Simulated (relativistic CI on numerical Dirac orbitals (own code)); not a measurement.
## Au³³⁺: sensitivity of the levels to the model

Base calculation: Dirac-Coulomb-Breit CI, orbitals from a KLI potential per configuration, model QED, unscaled Slater integrals.

Configurations in the expansion (outside the closed core [Ar] 3d10): 4s2 4p6 4d10, 4s2 4p6 4d9 4f, 4s2 4p5 4d10 4f, 4s 4p6 4d10 4f, 4s2 4p6 4d9 5s, 4s2 4p6 4d9 5p, 4s2 4p6 4d9 5d, 4s2 4p5 4d10 5s, 4p6 4d10 4f2, 4p6 4d9 4f3, 4p5 4d10 4f3, 4p6 4d9 4f2 5s, 4p6 4d9 4f2 5p, 4p6 4d9 4f2 5d. Double excitations out of closed p, d and f shells are left out; levels of such configurations are missing from the list, as are those of other unlisted configurations, and high levels can miss mixing partners. These lack a partner that the ground configuration has and come out too high: 4s2 4p5 4d10 5s.

Variants: (1) P86 correlation estimate; (2) Breit term removed. Shifts of the energy above 4s2 4p6 4d10 1S_0, in eV, for the lowest level and the first level of each name with at least 55 % of one term (blank where a level changes its place among those of its configuration and J or its character, or is not in the variant):

```
               Level     Base    Δ(1)    Δ(2)
   4s2 4p6 4d10 1S_0    0.000   0.000   0.000
4s2 4p6 4d9 4f 3P°_0  214.722  +0.124  +0.350
4s2 4p6 4d9 4f 3P°_1  217.493  +0.124  +0.468
4s2 4p6 4d9 4f 3H°_5  222.539  +0.124  +0.579
4s2 4p6 4d9 4f 3F°_3  226.054  +0.124  +0.498
4s2 4p6 4d9 4f 3H°_6  226.332  +0.124  +0.864
4s2 4p6 4d9 4f 3F°_4  231.728  +0.124  +0.759
4s2 4p6 4d9 4f 3G°_5  233.713  +0.124  +0.779
4s2 4p6 4d9 4f 3D°_1  236.875  +0.124  +0.713
4s2 4p6 4d9 4f 3H°_4  245.244  +0.124  +1.019
4s2 4p6 4d9 4f 3G°_3  252.782  +0.124  +0.971
4s2 4p6 4d9 4f 1P°_1  293.203  +0.125  +0.860
4s2 4p5 4d10 4f 3D_1  443.652  +0.302  +1.442
4s2 4p5 4d10 4f 3D_2  447.943  +0.302  +1.537
4s2 4p5 4d10 4f 3G_4  448.926  +0.302  +1.553
4s2 4p5 4d10 4f 3F_3  452.140  +0.303  +1.507
4s2 4p5 4d10 4f 3G_5  452.338  +0.302  +1.836
 4s2 4p6 4d9 5s 3D_3  455.302  +1.743  -0.027
 4s2 4p6 4d9 5s 1D_2  456.506  +1.667  -0.069
4s2 4p5 4d10 4f 3F_4  459.589  +0.302  +1.771
4s2 4p5 4d10 4f 1D_2  462.871  +0.302  +1.678
 4s2 4p6 4d9 5s 3D_1  479.032  +1.667  +0.394
```

At this charge energies of transitions that change n are usually good to better than 1 %, and those within a shell (Δn = 0) to a few per cent.

Ionisation energy from the two ground configurations alone: base 1474.85 eV; P86 correlation estimate 1477.02 eV; Breit term removed 1475.53 eV. The NIST ASD value (theoretical) is 1475 eV.

LS names give the leading component of a level, which can be under half, so a name can repeat, a term be missing and a line seem to break the LS rules.
